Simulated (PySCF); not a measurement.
# Working with the constants of SiSb⁻

RHF-CCSD(T) constants of SiSb⁻, ¹Σ⁺ (singlet), closed shell (PySCF, scalar-relativistic core potentials, basis sets Si def2-TZVPPD, Sb def2-TZVPPD with ECP28; masses 27.9769 and 120.9038 u):

* ωe: 445.9 cm⁻¹
* ωexe: 1.33 cm⁻¹
* Be: 0.13728 cm⁻¹
* αe: 0.000539 cm⁻¹
* D (centrifugal): 5.2e-08 cm⁻¹

(1) Estimate the standard entropy (1 bar) and heat capacity of the ideal gas at 500 K, rigid rotor with B0 and harmonic oscillator at the fundamental.

Correlated steps freeze 9 core orbitals. These are scalar-relativistic numbers at best; spin–orbit coupling would shift them, the dissociation energy most.

Answers

(1) Translation (Sackur–Tetrode, M = 148.88 u): 182.0 J/(mol K). Rotation: q = kT/(σB0) = 2540 with σ = 1, 73.5. Vibration: x = hcν0/kT = 1.28, 6.83. S° = 262.3 J/(mol K); Cp = 7R/2 + 7.27 = 36.4 J/(mol K).
